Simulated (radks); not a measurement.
Values are calculated unless marked as measured or tabulated.
All-electron atom: Nd III in [Xe] 4f4. Level of theory: non-relativistic Kohn-Sham, BLYP, spin-polarised, spherical densities, point nucleus; open shells are filled with parallel spins first (spin-orbit coupling, left out, can overturn this in heavy ions); relativity is left out, which matters for an element this heavy (a radial shooting solver on a logarithmic mesh with Libxc functionals).

Unscreened Slater integrals over Kohn-Sham orbitals (cm^-1). They are taken over the spin-up orbitals. Empty in this configuration: 5d.

integral,value
"F0(4f,4f)",204990
"F2(4f,4f)",94934
"F4(4f,4f)",59074
"F6(4f,4f)",42362
"F0(4f,5p)",134630
"F2(4f,5p)",47976
"G2(4f,5p)",26778
"G4(4f,5p)",20321
"F0(4f,5s)",147220
"G3(4f,5s)",28493
"F0(4f,4d)",235670
"F2(4f,4d)",110710
"F4(4f,4d)",70166
"G1(4f,4d)",130330
"G3(4f,4d)",81228
"G5(4f,4d)",57264
"F0(4f,5d)",98470
"F2(4f,5d)",25950
"F4(4f,5d)",13058
"G1(4f,5d)",14242
"G3(4f,5d)",10878
"G5(4f,5d)",8130.9
"F0(5p,5p)",113500
"F2(5p,5p)",61167
"F0(5p,5s)",119860
"G1(5p,5s)",81882
"F0(5p,4d)",142600
"F2(5p,4d)",38946
"G1(5p,4d)",10604
"G3(5p,4d)",10387
"F0(5p,5d)",90078
"F2(5p,5d)",43106
"G1(5p,5d)",50487
"G3(5p,5d)",31036
"F0(5s,5s)",127670
"F0(5s,4d)",157560
"G2(5s,4d)",14743
"F0(5s,5d)",92869
"G2(5s,5d)",33533
"F0(4d,4d)",279910
"F2(4d,4d)",142550
"F4(4d,4d)",95332
"F0(4d,5d)",101720
"F2(4d,5d)",18379
"F4(4d,5d)",7405.0
"G0(4d,5d)",3828.5
"G2(4d,5d)",4568.1
"G4(4d,5d)",3755.3
"F0(5d,5d)",77467
"F2(5d,5d)",40222
"F4(5d,5d)",26461

Derived for the open shells (J is the average intra-shell exchange parameter used in DFT+U). 4f: F4/F2 = 0.622, F6/F2 = 0.446, J = (286 F2 + 195 F4 + 250 F6)/6435 = 7655 cm^-1.
